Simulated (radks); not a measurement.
The numbers below are computed, except where a source is named.
Problem. Species: Lu I. Configuration: [Xe] 4f14 5d1 6s2. Code: a radial shooting solver on a logarithmic mesh with Libxc functionals. Model: scalar-relativistic Kohn-Sham, PBE, spin-polarised, spherical densities, finite nucleus; open shells are filled with parallel spins first (spin-orbit coupling, left out, can overturn this in heavy ions); Fermi nuclear charge, rms radius 5.37 fm. Some entries of the table are withheld. Estimate them.

| orbital | occ. | eigenvalue (eV) | <r> (bohr) |
|---|---|---|---|
| 1s down | 1 | -63225.47 | 0.01932 |
| 1s up | 1 | -63225.46 | 0.01932 |
| 2s up | 1 | -10763.03 | 0.08184 |
| 2s down | 1 | -10763.01 | 0.08184 |
| 2p up | 3 | -9470.377 | 0.07292 |
| 2p down | 3 | -9470.362 | 0.07292 |
| 3s down | 1 | -2439.130 | 0.2126 |
| 3s up | 1 | -2439.126 | 0.2126 |
| 3p down | 3 | -2051.055 | 0.2123 |
| 3p up | 3 | -2051.053 | 0.2123 |
| 3d up | 5 | -1584.704 | 0.1925 |
| 3d down | 5 | -1584.698 | 0.1925 |
| 4s up | 1 | -485.4973 | 0.4780 |
| 4s down | 1 | -485.4949 | 0.4780 |
| 4p up | 3 | -358.1300 | 0.5078 |
| 4p down | 3 | -358.1287 | 0.5078 |
| 4d up | 5 | -191.8659 | 0.5475 |
| 4d down | 5 | -191.8612 | 0.5475 |
| 5s up | 1 | -61.0965 | 1.172 |
| 5s down | 1 | -60.8546 | 1.170 |
| 5p up | 3 | (1) | 1.397 |
| 5p down | 3 | (2) | 1.393 |
| 4f up | 7 | -9.6006 | 0.7262 |
| 4f down | 7 | -9.5382 | 0.7231 |
| 6s up | 1 | -4.8431 | 3.619 |
| 6s down | 1 | -4.3988 | 3.678 |
| 5d up | 1 | -1.9506 | 2.890 |
| 5d down | 0 | -1.4642 | 2.993 |

Solution. 
(1) 5p up eigenvalue (eV): -31.7857
(2) 5p down eigenvalue (eV): -31.4244
